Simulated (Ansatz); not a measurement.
Calculated with Ansatz (gas phase, PBE0-D4/def2-TZVP geometries, no zero-point term in ΔE). CBS: MP2 limit from def2 TZ/QZ plus the TZ coupled-cluster correction, frozen cores. This one scheme is used for every species. Functionals use def2-TZVPP. def2 core potentials past Kr. For Ge, In outer-core shells are correlated without core-valence functions, which leaves a few kJ/mol of doubt a bond. Scalar relativity is left out up to krypton.

Reaction (ligand exchange at the In–C bond): `C=[CH][InH2]` + `C[NH][GeH3]` → `C[N]([GeH3])[InH2]` + `C=C`

`C=[CH][InH2]`:

```xyz
8

C    -1.281    0.330    0.635
C    -0.049   -0.167    0.733
In    1.250   -0.236   -0.960
H    -1.676    0.719   -0.301
H    -1.962    0.376    1.484
H     0.271   -0.536    1.706
H     2.847   -0.875   -0.860
H     0.600    0.389   -2.435
```

`C[NH][GeH3]`:

```xyz
10

C    -0.840    0.343    1.070
N    -0.191   -0.682    0.276
Ge    0.972   -0.146   -1.043
H    -1.374   -0.111    1.910
H    -1.554    0.971    0.517
H    -0.083    1.008    1.497
H    -0.849   -1.378   -0.044
H     1.457   -1.413   -1.763
H     2.132    0.586   -0.349
H     0.330    0.821   -2.070
```

`C[N]([GeH3])[InH2]`:

Z-matrix (Å, degrees):
```
C
N 1 1.453
H 1 1.099 2 112.2
H 1 1.095 2 111.2 3 119.7
H 1 1.099 2 112.2 3 -120.5
Ge 2 1.835 1 114.8 3 60.3
In 2 2.030 1 121.3 3 -119.8
H 6 1.546 2 110.3 1 -59.4
H 6 1.537 2 107.7 1 -179.9
H 6 1.546 2 110.3 1 59.5
H 7 1.709 2 115.8 1 180.0
H 7 1.715 2 112.2 1 -0.0
```

`C=C`:

```xyz
6

C     0.278   -0.549   -0.242
C    -0.278    0.549    0.242
H     1.168   -0.513   -0.861
H    -0.135   -1.532   -0.040
H    -1.168    0.513    0.861
H     0.135    1.532    0.040
```

CCSD(T)/CBS gives -0.57 eV.

Question: Another level gave -0.41 eV. Which?
A. HF/def2-TZVPP
B. LC-ωPBE/def2-TZVPP
C. r2SCAN0-D4/def2-TZVPP
D. r2SCAN-D4/def2-TZVPP

Answer: B. LC-ωPBE -0.41, r2SCAN-D4 -0.49, HF/def2-TZVPP -0.34, r2SCAN0-D4 -0.45 eV.

Largest T1 diagnostic among the species: 0.015.

The D4 term adds −0.06 eV with B3LYP and −0.04 eV with PBE0; it sums over pairs of atoms, weighted by their polarisabilities, and B3LYP, whose exchange is more repulsive, gets the larger term. Leaving LDA and LC-ωPBE aside and taking each functional with its dispersion term where it has one, the values, not all of them listed here, spread over 0.10 eV, from BLYP-D4 to PBE0-D4. LDA lies −0.07 eV from PBE without D4. From PBE to PBE0 (25 % exact exchange), in def2-TZVPP and without D4, ΔE moves by +0.04 eV.

B3LYP here is the variant with VWN-RPA as its local correlation; programs differ in this.
